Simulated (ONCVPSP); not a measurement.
P (Z = 15): one change to an ONCV potential, before and after

ONCVPSP 4.0.1 input, shortened (lines: element, Z, core and valence counts, functional; n l f; lmax; l rc ep ncon nbas qcut; lloc lpopt rc5 dvloc0; l nproj debl; icmod fcfact rcfact), PBE, scalar-relativistic:

```
  P 15.00    3    2        4      upf
    1    0    2.00
    2    0    2.00
    2    1    6.00
    3    0    2.00
    3    1    3.00
    2
    0    1.65    0.00    4    8    3.00
    1    1.25    0.00    4    8    7.30
    2    1.40    0.44    3    8    7.80
    4    5    1.15   -1.00
    0    2    3.70
    1    2    2.00
    2    2    3.30
    1    0.70    0.00
```

Change: p: qcut 5.1.

Cutoffs: the cutoffs (Ha) at which the residual kinetic energy of the hardest occupied pseudo-wave falls to 1 and 0.1 mHa per electron; they do not see the model core or the augmentation charge, which bear on the density cutoff. Errors are all-electron minus pseudo energies relative to the spin-unpolarised reference configuration.

What does the change do?

The potential gets harder (51 Ha and 116 Ha → 67 Ha and 128 Ha); both files keep a bound ghost (p); of the 4 tests that both files solve, the error grows in 2 and shrinks in 0 by more than 15 % and 0.3 meV (median size 5.0 → 6.3 meV).

| quantity | base | changed |
| --- | --- | --- |
| cutoff, loose | 51 Ha | 67 Ha |
| cutoff, tight | 116 Ha | 128 Ha |
| loose cutoff by channel | s 51 Ha, p 25 Ha | s 51 Ha, p 67 Ha |
| bound ghosts | p | p |
| GHOST(+) flags under 300 eV | s at 109.1 eV | s at 109.1 eV, p at 149.7 eV |
| error for 3s2 3p2, meV [ΔE 9.73 eV] | +0.7 | +1.1 |
| error for 3s2 3p1, meV [ΔE 28.88 eV] | +9.4 | +11 |
| error for 3s2 3p0, meV [ΔE 58.62 eV] | +44 | +47 |
| error for 3s2 3p2.5, meV [ΔE 3.77 eV] | 0.0 | +0.1 |
| s: phases at 1.68 bohr within 0.05 rad from the reference energy up to (Ha; the scan ends near 5) | 3.9 | 3.9 |
| p: phases at 1.27 bohr within 0.05 rad from the reference energy up to (Ha; the scan ends near 5) | to the end of the scan | 4.4 |
| d: phases at 1.42 bohr within 0.05 rad from the reference energy up to (Ha; the scan ends near 5) | to the end of the scan | to the end of the scan |
| rms error of d²Exc/dni dnj with the model core, mHa | 0.50 | 0.50 |

Base: The cutoffs count occupied waves only; projector 2 of the p channel, the hardest unoccupied one, needs 153 Ha at the loose tolerance. A true bound ghost makes a file unfit for plane-wave use even where its test errors are small: the radial tests pick states by their node count and pass the ghost by.
